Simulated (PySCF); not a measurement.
Species: C₃H₈O₃Si.
SMILES with atom numbers: `[CH3:1][O:2][SiH:3]([CH:4]=[O:5])[O:6][CH3:7]` (hydrogens: H8, H9, H10 on C1; H11 on Si3; H12 on C4; H13, H14, H15 on C7)

The same species was optimised twice, with GFN2-xTB and with PBE0-D3(BJ)/def2-SVP (PySCF), and the same property calculations (PySCF, gas phase) were run on both structures.

```
      coordinate  GFN2-xTB  PBE0-D3(BJ)/def2-SVP  change
      O2–Si3 (Å)     1.609                 1.645  +0.036
      Si3–O6 (Å)     1.621                 1.653  +0.032
       C1–O2 (Å)     1.400                 1.404  +0.004
       C4=O5 (Å)     1.208                 1.211  +0.003
      Si3–C4 (Å)     1.914                 1.914   0.000
       O6–C7 (Å)     1.404                 1.404   0.000
   O2–Si3–C4 (°)     102.5                 106.4    +3.9
   Si3–C4–O5 (°)     121.7                 118.3    -3.4
   Si3–O6–C7 (°)     128.9                 125.8    -3.1
   C1–O2–Si3 (°)     129.3                 126.3    -3.0
   C4–Si3–O6 (°)     110.4                 108.9    -1.5
   O2–Si3–O6 (°)     108.8                 109.1    +0.3
C1–O2–Si3–C4 (°)       178                   178       0
O2–Si3–C4–O5 (°)      -167                  -173      -6
O2–Si3–O6–C7 (°)       168                  -172     +20
```

Rotational constants: A = 2898, B = 1626, C = 1109 MHz (GFN2-xTB) against A = 2847, B = 1612, C = 1090 MHz (PBE0-D3(BJ)/def2-SVP). Point groups within 0.08 Å: C1 and C1.

On the GFN2-xTB structure: lowest singlet, TDDFT (eV) 3.13 [wB97X-D/def2-SVPD]; lowest triplet, Tamm–Dancoff (eV) 2.49 [wB97X-D/def2-SVPD]; isotropic polarisability (au) 70.2 [wB97X-D/def2-SVPD]; HOMO (eV) -8.75 [wB97X-D/def2-SVPD]; LUMO (eV) 0.29 [wB97X-D/def2-SVPD]; dipole (D) 2.52 [wB97X-D/def2-SVPD]; HOMO (eV) -6.71 [PBE0/pcSseg-1]; LUMO (eV) -1.38 [PBE0/pcSseg-1]; dipole (D) 2.51 [PBE0/pcSseg-1]; GIAO shielding of C1/C7 (mean) (ppm) 134.3 [PBE0/pcSseg-1]; GIAO shielding of O2/O6 (mean) (ppm) 315.8 [PBE0/pcSseg-1]; GIAO shielding of Si3 (ppm) 417.0 [PBE0/pcSseg-1]; GIAO shielding of C4 (ppm) -66.0 [PBE0/pcSseg-1]; GIAO shielding of O5 (ppm) -605.3 [PBE0/pcSseg-1].

Problem. What do these properties become on the PBE0-D3(BJ)/def2-SVP structure?

Solution. 
| property | level | on GFN2-xTB | on PBE0-D3(BJ)/def2-SVP | change |
| --- | --- | --- | --- | --- |
| lowest singlet, TDDFT (eV) | wB97X-D/def2-SVPD | 3.13 | 3.16 | +0.03 |
| lowest triplet, Tamm–Dancoff (eV) | wB97X-D/def2-SVPD | 2.49 | 2.51 | +0.02 |
| isotropic polarisability (au) | wB97X-D/def2-SVPD | 70.2 | 71.8 | +1.6 |
| HOMO (eV) | wB97X-D/def2-SVPD | -8.75 | -8.93 | -0.18 |
| LUMO (eV) | wB97X-D/def2-SVPD | 0.29 | 0.13 | -0.16 |
| dipole (D) | wB97X-D/def2-SVPD | 2.52 | 2.38 | -0.14 |
| energy, GFN2-xTB geometry as zero (kcal/mol) | wB97X-D/def2-SVPD | 0.0 | -2.2 | -2.2 |
| HOMO (eV) | PBE0/pcSseg-1 | -6.71 | -6.90 | -0.19 |
| LUMO (eV) | PBE0/pcSseg-1 | -1.38 | -1.55 | -0.17 |
| dipole (D) | PBE0/pcSseg-1 | 2.51 | 2.40 | -0.11 |
| energy, GFN2-xTB geometry as zero (kcal/mol) | PBE0/pcSseg-1 | 0.0 | -1.3 | -1.3 |
| GIAO shielding of C1/C7 (mean) (ppm) | PBE0/pcSseg-1 | 134.3 | 132.0 | -2.3 |
| GIAO shielding of O2/O6 (mean) (ppm) | PBE0/pcSseg-1 | 315.8 | 309.3 | -6.5 |
| GIAO shielding of Si3 (ppm) | PBE0/pcSseg-1 | 417.0 | 410.8 | -6.2 |
| GIAO shielding of C4 (ppm) | PBE0/pcSseg-1 | -66.0 | -63.9 | +2.1 |
| GIAO shielding of O5 (ppm) | PBE0/pcSseg-1 | -605.3 | -602.8 | +2.5 |

The heavy atoms differ by 0.109 Å rms after alignment. Among bonds between heavy atoms O2–Si3 changes most (+0.036 Å). Changes are differences of the printed values. Neither structure is proved a minimum here.

Shape of the structure used: `[CH3:1][O:2][SiH:3]([CH:4]=[O:5])[O:6][CH3:7]`: C1–O2–Si3–C4 178°, O2–Si3–C4–O5 -173°, O2–Si3–O6–C7 -172°.

The pairwise dispersion term of wB97X-D wasn't added to the energies; at a given geometry it leaves orbitals and properties as they are.
